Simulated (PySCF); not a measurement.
## Excitation energy of Si by level of theory

Si [Ne] 3s2 3p2 (3P) → Si [Ne] 3s1 3p2 4s1 (5P), as a difference of total energies. All numbers are calculated (PySCF 2.14, scalar relativity by spin-free X2C-1e, in aug-cc-pCVTZ-DK with one added diffuse shell each of s, p, d, f type (9s8p6d4f, 91 functions)). Correlated levels: valence: [Ne] frozen. The calculations carry no spin-orbit coupling.

| method | excitation energy (eV) |
| --- | --- |
| UHF | 8.460 |
| MP2 (valence) | 9.606 |
| SCS-MP2 (valence) | 9.953 |
| CCSD (valence) | 9.888 |
| CCSD(T) (valence) | 9.948 |

**Question.** How much does correlation contribute at CCSD(T) (valence)?

**Answer.** 9.948 − (8.460) = 1.488 eV, measured against UHF.

The upper state lies above the first ionisation limit, but in LS coupling its spin forbids autoionisation to the ground ion. A Rydberg-like electron needs more diffuse functions than a valence basis has.

The promoted electron is Rydberg-like, and one or two diffuse shells describe it only roughly, which tends to raise the upper state.
